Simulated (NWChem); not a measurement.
System: TiCl3, doublet; SMILES [Cl][Ti]([Cl])[Cl]

The following NWChem deck was run.

```
start job
memory heap 200 mb stack 900 mb global 1100 mb
geometry units angstroms noautoz
  Ti     0.007348     0.019724     0.012286
  Cl     2.125685    -0.256932    -0.447029
  Cl    -0.871696    -0.977472     1.744166
  Cl    -1.239835     1.289857    -1.255157
end
basis spherical
  * library 6-31g*
end
dft
  odft
  mult 2
  xc b3lyp
  iterations 150
  mulliken
end
task dft gradient
```

Parts of the log:

```
             Northwest Computational Chemistry Package (NWChem) 7.3.0
             --------------------------------------------------------

 CS  symmetry detected

                             Geometry "geometry" -> ""
                             -------------------------

 Output coordinates in angstroms (scale by  1.889725989 to convert to a.u.)

  No.       Tag          Charge          X              Y              Z
 ---- ---------------- ---------- -------------- -------------- --------------
    1 Ti                  22.0000     0.00188756    -0.00134490     0.00000000
    2 Cl                  17.0000     0.76973720    -2.04713742     0.00000000
    3 Cl                  17.0000    -2.15217731     0.35436667     0.00000000
    4 Cl                  17.0000     1.37999740     1.69451121     0.00000000

 Effective nuclear repulsion energy (a.u.)     393.0479096678

      Symmetry information
      --------------------

 Group name             Cs
 Group number              2
 Group order               2
 No. of unique centers     4

                                 NWChem DFT Module
                                 -----------------

 Summary of "ao basis" -> "ao basis" (spherical)
 ------------------------------------------------------------------------------
       Tag                 Description            Shells   Functions and Types
 ---------------- ------------------------------  ------  ---------------------
 Ti                          6-31g*                 12       34   5s4p2d1f
 Cl                          6-31g*                  8       18   4s3p1d

      Symmetry analysis of basis
      --------------------------

        a'         62
        a"         26

            General Information
            -------------------
          SCF calculation type: DFT
          Wavefunction type:  spin polarized.
          No. of atoms     :     4
          No. of electrons :    73
           Alpha electrons :    37
            Beta electrons :    36
          Charge           :     0
          Spin multiplicity:     2
          Use of symmetry is: on ; symmetry adaption is: on
          Maximum number of iterations: 150
          AO basis - number of functions:    88
                     number of shells:    36
          Convergence on energy requested:  1.00D-06
          Convergence on density requested:  1.00D-05
          Convergence on gradient requested:  5.00D-04

              XC Information
              --------------
                         B3LYP Method XC Potential
                     Hartree-Fock (Exact) Exchange  0.200
                        Slater Exchange Functional  0.800 local
                    Becke 1988 Exchange Functional  0.720 non-local
              Lee-Yang-Parr Correlation Functional  0.810
                  VWN I RPA Correlation Functional  0.190 local

             Grid Information
             ----------------
          Grid used for XC integration:  medium
          Radial quadrature: Mura-Knowles
          Angular quadrature: Lebedev.
          Tag              B.-S. Rad. Rad. Pts. Rad. Cut. Ang. Pts.
          ---              ---------- --------- --------- ---------
          Ti                  1.40      112           9.0       590
          Cl                  1.00       88          10.0       590
          Grid pruning is: on
          Number of quadrature shells:   376
          Spatial weights used:  Erf1

      Superposition of Atomic Density Guess
      -------------------------------------

 Sum of atomic energies:       -2226.65295773

      Non-variational initial energy
      ------------------------------

 Total energy =   -2226.798603
 1-e energy   =   -3851.537385
 2-e energy   =    1231.690873
 HOMO         =      -0.059384
 LUMO         =       0.061534

   Symmetry analysis of molecular orbitals - initial alpha
   -------------------------------------------------------

  Numbering of irreducible representations:

     1 a'          2 a"

  Orbital symmetries:

     1 a'          2 a'          3 a'          4 a'          5 a'
     6 a'          7 a'          8 a"          9 a'         10 a'
    11 a'         12 a'         13 a'         14 a'         15 a'
    16 a"         17 a'         18 a"         19 a'         20 a"
    21 a'         22 a'         23 a'         24 a"         25 a'
    26 a'         27 a'         28 a'         29 a'         30 a'
    31 a'         32 a'         33 a"         34 a"         35 a"
    36 a'         37 a'         38 a"         39 a'         40 a'
    41 a"         42 a"         43 a'         44 a'         45 a'
    46 a"         47 a'

   Symmetry analysis of molecular orbitals - initial beta
   ------------------------------------------------------

  Numbering of irreducible representations:

     1 a'          2 a"

  Orbital symmetries:

     1 a'          2 a'          3 a'          4 a'          5 a'
     6 a'          7 a'          8 a"          9 a'         10 a'
    11 a'         12 a'         13 a'         14 a'         15 a'
    16 a"         17 a'         18 a"         19 a'         20 a"
    21 a'         22 a'         23 a'         24 a"         25 a'
    26 a'         27 a'         28 a'         29 a'         30 a'
    31 a'         32 a'         33 a"         34 a"         35 a"
    36 a'         37 a'         38 a"         39 a'         40 a'
    41 a"         42 a"         43 a'         44 a'         45 a'
    46 a"         47 a'

     ---------------------------------------------
      Total Density - Mulliken Population Analysis
     ---------------------------------------------

    Atom       Charge   Shell Charges
 -----------   ------   -------------------------------------------------------
    1 Ti  22    20.24   2.00  2.00  6.00  2.00  6.01  0.49  0.32  0.70 -0.00  0.22  0.50  0.01
    2 Cl  17    17.59   2.00  2.00  5.98  1.40  3.85  0.52  1.83  0.01
    3 Cl  17    17.59   2.00  2.00  5.98  1.40  3.85  0.52  1.82  0.01
    4 Cl  17    17.59   2.00  2.00  5.98  1.40  3.85  0.52  1.83  0.01

     --------------------------------------------
      Spin Density - Mulliken Population Analysis
     --------------------------------------------

    Atom       Charge   Shell Charges
 -----------   ------   -------------------------------------------------------
    1 Ti  22     1.05   0.00  0.00  0.00 -0.00  0.00  0.13  0.00  0.69  0.00  0.09  0.13  0.00
    2 Cl  17    -0.02   0.00  0.00  0.00  0.01  0.01 -0.03 -0.01  0.00
    3 Cl  17    -0.02   0.00  0.00  0.00  0.01  0.01 -0.03 -0.01  0.00
    4 Cl  17    -0.02   0.00  0.00  0.00  0.01  0.01 -0.03 -0.01  0.00

   convergence    iter        energy       DeltaE   RMS-Dens  Diis-err
 ---------------- ----- ----------------- --------- --------- ---------
 d= 0,ls=0.0,diis     1  -2229.5928626330 -2.62D+03  3.64D-02  6.00D-01
                                                     3.24D-02  4.21D-01
 d= 0,ls=0.5,diis     2  -2209.9772385269  1.96D+01  5.80D-03  3.24D+01
                                                     5.63D-03  3.20D+01
 d= 0,ls=0.5,diis     3  -2213.7644222714 -3.79D+00  1.84D-03  2.97D+01
                                                     1.77D-03  2.99D+01
 d= 0,ls=0.5,diis     4  -2214.6649107860 -9.00D-01  1.01D-03  2.94D+01
                                                     9.68D-04  2.98D+01
 d= 0,ls=0.5,diis     5  -2215.0625973168 -3.98D-01  9.42D-04  2.93D+01
                                                     9.57D-04  2.99D+01
 d= 0,ls=0.5,diis     6  -2215.7128363694 -6.50D-01  1.96D-03  2.88D+01
                                                     2.01D-03  2.95D+01
 d= 0,ls=0.5,diis     7  -2217.1327061356 -1.42D+00  2.72D-03  2.71D+01
                                                     2.83D-03  2.82D+01
 d= 0,ls=0.5,diis     8  -2219.2638292802 -2.13D+00  1.92D-03  2.40D+01
                                                     2.10D-03  2.54D+01
 d= 0,ls=0.5,diis     9  -2220.8599346640 -1.60D+00  1.30D-03  2.12D+01
                                                     1.51D-03  2.28D+01
 d= 0,ls=0.5,diis    10  -2221.9426811252 -1.08D+00  7.68D-04  1.91D+01
                                                     9.64D-04  2.08D+01
 d= 0,ls=0.5,diis    11  -2222.5108933863 -5.68D-01  2.13D-02  1.80D+01
                                                     2.12D-02  1.98D+01
 d= 0,ls=0.5,diis    12  -2229.9585194768 -7.45D+00  4.13D-03  4.31D-01
                                                     3.89D-03  3.81D-01
 d= 0,ls=0.5,diis    13  -2230.1089611131 -1.50D-01  3.62D-03  1.28D-01
                                                     2.68D-03  8.82D-02
 d= 0,ls=0.5,diis    14  -2230.1762138818 -6.73D-02  1.48D-03  1.08D-02
                                                     7.71D-04  4.94D-03
  Resetting Diis
 d= 0,ls=0.5,diis    15  -2230.1850559564 -8.84D-03  8.73D-04  2.64D-03
                                                     4.03D-04  6.91D-04
 d= 0,ls=0.5,diis    16  -2230.1882232299 -3.17D-03  7.51D-04  1.82D-03
                                                     3.28D-04  4.47D-04
 d= 0,ls=0.5,diis    17  -2230.1899230382 -1.70D-03  3.90D-04  6.17D-04
                                                     2.10D-04  6.29D-04
 d= 0,ls=0.5,diis    18  -2230.1908798266 -9.57D-04  3.45D-04  2.72D-04
                                                     2.04D-04  1.95D-04
 d= 0,ls=0.5,diis    19  -2230.1914994358 -6.20D-04  2.47D-04  1.55D-04
                                                     1.31D-04  6.35D-05
 d= 0,ls=0.5,diis    20  -2230.1918023047 -3.03D-04  1.79D-04  8.11D-05
                                                     9.32D-05  2.77D-05
 d= 0,ls=0.5,diis    21  -2230.1919542553 -1.52D-04  1.22D-04  3.64D-05
                                                     6.43D-05  1.53D-05
 d= 0,ls=0.5,diis    22  -2230.1920268666 -7.26D-05  8.16D-05  1.64D-05
                                                     4.65D-05  8.33D-06
 d= 0,ls=0.5,diis    23  -2230.1920616468 -3.48D-05  5.58D-05  7.72D-06
                                                     3.26D-05  3.98D-06
 d= 0,ls=0.5,diis    24  -2230.1920783470 -1.67D-05  3.87D-05  3.81D-06
                                                     2.18D-05  1.81D-06
 d= 0,ls=0.5,diis    25  -2230.1920863272 -7.98D-06  2.79D-05  1.93D-06
                                                     1.43D-05  8.00D-07
 d= 0,ls=0.5,diis    26  -2230.1920902747 -3.95D-06  1.99D-05  9.70D-07
                                                     9.46D-06  4.14D-07
 d= 0,ls=0.5,diis    27  -2230.1920922640 -1.99D-06  1.50D-05  5.09D-07
                                                     6.37D-06  2.04D-07
 d= 0,ls=0.5,diis    28  -2230.1920933314 -1.07D-06  1.25D-05  2.87D-07
                                                     4.32D-06  1.16D-07
 d= 0,ls=0.5,diis    29  -2230.1920939593 -6.28D-07  9.46D-06  1.71D-07
                                                     2.82D-06  9.46D-08

         Total DFT energy =    -2230.192094315479
      One electron energy =    -3853.253013353287
           Coulomb energy =     1356.984644918013
    Exchange-Corr. energy =     -126.971635548031
 Nuclear repulsion energy =      393.047909667827

 Numeric. integr. density =       73.000000044854

                  Occupations of the irreducible representations
                  ----------------------------------------------

                     irrep           alpha         beta
                     --------     --------     --------
                     a'               29.0         28.0
                     a"                8.0          8.0

                    DFT Final Alpha Molecular Orbital Analysis
                    ------------------------------------------

 Vector   35  Occ=1.000000D+00  E=-3.578270D-01  Symmetry=a"
              MO Center=  1.1D-01, -1.8D-02, -2.5D-16, r^2= 5.7D+00
   Bfn.  Coefficient  Atom+Function         Bfn.  Coefficient  Atom+Function
  ----- ------------  ---------------      ----- ------------  ---------------
    43      0.416076  2 Cl pz                79      0.416269  4 Cl pz
    61      0.381771  3 Cl pz                47      0.212089  2 Cl pz
    83      0.212194  4 Cl pz                65      0.192836  3 Cl pz
    39     -0.162951  2 Cl pz                75     -0.163029  4 Cl pz
    57     -0.149442  3 Cl pz                13      0.139838  1 Ti pz

 Vector   36  Occ=1.000000D+00  E=-3.387043D-01  Symmetry=a'
              MO Center=  8.1D-03,  4.0D-03, -2.5D-16, r^2= 5.9D+00
   Bfn.  Coefficient  Atom+Function         Bfn.  Coefficient  Atom+Function
  ----- ------------  ---------------      ----- ------------  ---------------
    60     -0.422273  3 Cl py                41      0.402458  2 Cl px
    77     -0.335738  4 Cl px                78      0.270215  4 Cl py
    64     -0.232175  3 Cl py                45      0.221381  2 Cl px
    81     -0.184477  4 Cl px                56      0.164941  3 Cl py
    37     -0.157223  2 Cl px                42      0.149368  2 Cl py

 Vector   37  Occ=1.000000D+00  E=-2.745872D-01  Symmetry=a'
              MO Center=  2.3D-03, -9.6D-04, -1.6D-16, r^2= 1.4D+00
   Bfn.  Coefficient  Atom+Function         Bfn.  Coefficient  Atom+Function
  ----- ------------  ---------------      ----- ------------  ---------------
    20      0.642473  1 Ti d  0              25      0.404372  1 Ti d  0
    10     -0.370365  1 Ti s                  6      0.142375  1 Ti s
    59      0.089877  3 Cl px                42      0.085397  2 Cl py
    14      0.074729  1 Ti s                 78     -0.071171  4 Cl py
    62     -0.063370  3 Cl s                 44     -0.062616  2 Cl s

 Vector   38  Occ=0.000000D+00  E=-1.305161D-01  Symmetry=a"
              MO Center= -1.2D-01,  3.0D-02, -1.1D-14, r^2= 1.4D+00
   Bfn.  Coefficient  Atom+Function         Bfn.  Coefficient  Atom+Function
  ----- ------------  ---------------      ----- ------------  ---------------
    21      0.668714  1 Ti d  1              26      0.470990  1 Ti d  1
    61     -0.228691  3 Cl pz                65     -0.127450  3 Cl pz
    79      0.121459  4 Cl pz                43      0.106395  2 Cl pz
    57      0.085481  3 Cl pz                19      0.083454  1 Ti d -1
    83      0.067744  4 Cl pz                47      0.059375  2 Cl pz

 Vector   39  Occ=0.000000D+00  E=-1.303974D-01  Symmetry=a"
              MO Center=  1.3D-01, -3.2D-02, -9.3D-14, r^2= 1.4D+00
   Bfn.  Coefficient  Atom+Function         Bfn.  Coefficient  Atom+Function
  ----- ------------  ---------------      ----- ------------  ---------------
    19      0.668582  1 Ti d -1              24      0.470863  1 Ti d -1
    43      0.202598  2 Cl pz                79     -0.194043  4 Cl pz
    47      0.112915  2 Cl pz                83     -0.108064  4 Cl pz
    21     -0.083426  1 Ti d  1              39     -0.075741  2 Cl pz
    75      0.072542  4 Cl pz                26     -0.058756  1 Ti d  1

[...]

                         DFT ENERGY GRADIENTS

    atom               coordinates                        gradient
                 x          y          z           x          y          z
   1 Ti      0.003567  -0.002541   0.000000   -0.000313  -0.000069   0.000000
   2 Cl      1.454592  -3.868529   0.000000   -0.002254   0.005756   0.000000
   3 Cl     -4.067025   0.669656   0.000000    0.006539  -0.001025   0.000000
   4 Cl      2.607817   3.202162   0.000000   -0.003971  -0.004662   0.000000
```

Level: B3LYP/6-31G* (spherical d), spin-unrestricted. Structure relaxed at the PBE0/def2-SVP, spin-unrestricted level. No stability test was run on the SCF state.
